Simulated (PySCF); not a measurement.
Isomers of C6H11B, from PBE0-D3(BJ)/def2-SVP geometry optimisation, gas phase in PySCF 2.14.0. One conformer each, no zero-point energy, no frequencies.

Problem. Which isomer lies lowest at this level?
A. `[BH2:1][C@H:2]1[CH2:3][CH2:4][C:5]12[CH2:6][CH2:7]2` with H–B1–C2–C3 -10° and 176°: A = 4097, B = 2706, C = 2126 MHz, dipole 1.35 D
B. `[CH2:1]=[C:2]=[CH:3][CH2:4][B:5]([CH3:6])[CH3:7]` with C2–C3–C4–B5 -116°, C3–C4–B5–C6 178°: A = 5494, B = 1154, C = 1053 MHz, dipole 0.72 D
C. `[BH2:1][C@@H:2]1[CH2:3][C@H:4]1[CH:5]1[CH2:6][CH2:7]1` with H–B1–C2–C3 20° and -162°, C3–C4–C5–C6 -116°: A = 5843, B = 1623, C = 1426 MHz, dipole 1.57 D

Solution. B. That is `C=C=CCB(C)C`, 12.5 kcal/mol below the next.

| SMILES | mapped SMILES | E (Eh) | relative (kcal/mol) | relative (kJ/mol) | dipole (D) |
| --- | --- | --- | --- | --- | --- |
| C=C=CCB(C)C | [CH2:1]=[C:2]=[CH:3][CH2:4][B:5]([CH3:6])[CH3:7] | -259.55798 | 0.0 | 0.0 | 0.72 |
| B[C@@H]1C[C@H]1C1CC1 | [BH2:1][C@@H:2]1[CH2:3][C@H:4]1[CH:5]1[CH2:6][CH2:7]1 | -259.53807 | 12.5 | 52.3 | 1.57 |
| B[C@H]1CCC12CC2 | [BH2:1][C@H:2]1[CH2:3][CH2:4][C:5]12[CH2:6][CH2:7]2 | -259.53313 | 15.6 | 65.3 | 1.35 |

As drawn, the lowest has cumulated double bonds and a C=C bond outside aromatic rings, which the highest lacks; the highest has a three-membered ring, a four-membered ring and a quaternary carbon, which the lowest lacks.
